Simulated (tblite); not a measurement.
C5H6NO (doublet state).
Numbering: `[N:1]=[CH:2][C@@H:3]1[CH:4]=[CH:5][CH2:6][O:7]1` (hydrogens: H8 on C2; H9 on C3; H10 on C4; H11 on C5; H12, H13 on C6)
Bond orders are those of one Lewis drawing.

Computed with GFN2-xTB (tblite), gas phase: L-BFGS steps from a force-field or distance-geometry start until the largest atomic force falls under 0.01 eV/Å.

Step 31: E = -561.0599 eV
```
atom  x, y, z in Å  |  force x, y, z in eV/Å
N1      2.9867   -0.0689    0.1405    0.024   0.003   0.030
C2      1.8457   -0.4353    0.2980    0.023  -0.015  -0.027
C3      0.6662   -0.1073   -0.6980   -0.016  -0.034   0.005
C4      0.0236    1.1271   -0.1654    0.019  -0.008   0.031
C5     -1.1602    0.8041    0.3374   -0.056  -0.010   0.014
C6     -1.4287   -0.6483    0.0853    0.034   0.024   0.007
O7     -0.3215   -1.0954   -0.6831   -0.025  -0.008  -0.021
H8      1.4563   -1.0063    1.1449    0.000  -0.025  -0.005
H9      1.1076   -0.0374   -1.6938   -0.009   0.027  -0.023
H10     0.5304    2.0722   -0.1465   -0.012   0.001  -0.011
H11    -1.8608    1.4419    0.8411   -0.029  -0.011  -0.023
H12    -1.5025   -1.2323    1.0167   -0.021   0.064  -0.016
H13    -2.3471   -0.8135   -0.4948    0.066  -0.009   0.039
```

Step 32: E = -561.0606 eV
```
atom  x, y, z in Å  |  force x, y, z in eV/Å
N1      2.9832   -0.0668    0.1445    0.045   0.005   0.031
C2      1.8435   -0.4388    0.2977    0.030  -0.012  -0.003
C3      0.6664   -0.1065   -0.6971   -0.015  -0.029  -0.012
C4      0.0236    1.1286   -0.1657    0.001  -0.014   0.038
C5     -1.1601    0.8043    0.3372   -0.035   0.019  -0.010
C6     -1.4275   -0.6475    0.0868    0.038   0.016   0.000
O7     -0.3226   -1.0932   -0.6847   -0.012  -0.028  -0.035
H8      1.4566   -1.0180    1.1408   -0.003  -0.020  -0.015
H9      1.1102   -0.0346   -1.6919   -0.021   0.020  -0.023
H10     0.5282    2.0748   -0.1502   -0.009  -0.004  -0.005
H11    -1.8635    1.4412    0.8360   -0.043   0.014   0.000
H12    -1.4957   -1.2286    1.0201   -0.034   0.047  -0.016
H13    -2.3467   -0.8144   -0.4913    0.059  -0.014   0.050
```

Step 33: E = -561.0613 eV
```
atom  x, y, z in Å  |  force x, y, z in eV/Å
N1      2.9807   -0.0651    0.1486    0.051   0.002   0.031
C2      1.8422   -0.4430    0.2971    0.034  -0.007   0.019
C3      0.6663   -0.1061   -0.6961   -0.003  -0.012  -0.024
C4      0.0236    1.1297   -0.1648   -0.016  -0.018   0.033
C5     -1.1608    0.8048    0.3368   -0.002   0.047  -0.036
C6     -1.4258   -0.6465    0.0884    0.030   0.004  -0.007
O7     -0.3239   -1.0913   -0.6867    0.008  -0.034  -0.038
H8      1.4579   -1.0302    1.1364   -0.004  -0.013  -0.029
H9      1.1122   -0.0309   -1.6903   -0.035   0.011  -0.016
H10     0.5254    2.0777   -0.1538   -0.004  -0.014   0.003
H11    -1.8676    1.4408    0.8302   -0.052   0.034   0.020
H12    -1.4897   -1.2235    1.0236   -0.038   0.020  -0.003
H13    -2.3450   -0.8157   -0.4872    0.031  -0.020   0.047
```

Problem. Estimate the geometry and energy of step 34. (The exact step hangs on the optimiser's Hessian estimate; all steps are aligned on step 33, rigid shifts and turns removed.)

Solution. E = -561.0620 eV, largest force 0.078 eV/Å
```
atom  x, y, z in Å  |  force x, y, z in eV/Å
N1      2.9793   -0.0635    0.1533    0.042  -0.003   0.032
C2      1.8420   -0.4473    0.2969    0.032   0.002   0.026
C3      0.6662   -0.1059   -0.6955    0.014   0.008  -0.022
C4      0.0235    1.1306   -0.1635   -0.021  -0.016   0.017
C5     -1.1620    0.8063    0.3360    0.021   0.055  -0.051
C6     -1.4235   -0.6452    0.0898    0.012  -0.008  -0.010
O7     -0.3251   -1.0898   -0.6893    0.025  -0.023  -0.024
H8      1.4591   -1.0428    1.1315   -0.002  -0.007  -0.040
H9      1.1138   -0.0273   -1.6890   -0.044   0.004  -0.009
H10     0.5223    2.0802   -0.1573    0.004  -0.021   0.010
H11    -1.8727    1.4415    0.8247   -0.044   0.038   0.026
H12    -1.4846   -1.2184    1.0268   -0.031  -0.005   0.015
H13    -2.3428   -0.8178   -0.4820   -0.007  -0.024   0.030
```

The energy changes by -0.0007 eV. The first-order estimate −F·Δx gives -0.0010 eV and the mean of the old and new forces, exact on a quadratic surface, -0.0007 eV. The step makes an angle of 74° with the force vector and moves no atom by more than 0.014 Å.

What follows is the cost of the whole relaxation. Hardware: one thread, Arm Neoverse V1 (aarch64), shared host. Cost: 0.4 s wall.
